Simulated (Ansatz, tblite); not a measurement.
Isomers of Sn$_{5}$⁻ (doublet), found by a short tight-binding search and relaxed with PBE-D4/def2-SVPD in Ansatz.

In the def2 sets Sn takes a core potential; there is no spin–orbit coupling. The xTB rows come from tblite.

Run but left out: HF/def2-TZVPD, MP2/def2-TZVPD (B: ⟨S²⟩ 1.57, where a pure state has 0.75).

A further structure is left out (⟨S²⟩ 1.09 to 1.82, where a pure state has 0.75); at PBE0-D4/def2-TZVPD its energy lies 1.50 eV above the lowest shown.

Other spin states were run for one of them alone.

A:

```xyz
5

Sn    0.703   -0.425    1.494
Sn    2.001    1.151   -0.528
Sn    0.219   -1.125   -1.479
Sn   -0.982    1.582   -0.147
Sn   -1.941   -1.183    0.660
```

B:

Cartesian coordinates in Å:
```
Sn -1.556 2.342 0.428
Sn 2.249 -1.618 0.630
Sn -0.417 -1.972 -0.358
Sn 0.665 0.694 1.026
Sn -0.942 0.555 -1.726
```

Question: Estimate which lies lowest at each level, and how far above it the others are (kJ/mol).

Answer: 
```csv
level,A,B
GFN1-xTB,0.0,90.3
GFN2-xTB,0.0,54.7
PBE-D4/def2-TZVPD,0.0,68.5
r2SCAN-D4/def2-TZVPD,0.0,74.5
PBE0-D4/def2-TZVPD,0.0,81.8
BHLYP-D4/def2-TZVPD,0.0,74.7
```
Point groups (tolerance 0.1 Å): A C2v, B C2. Lower isomers may exist.
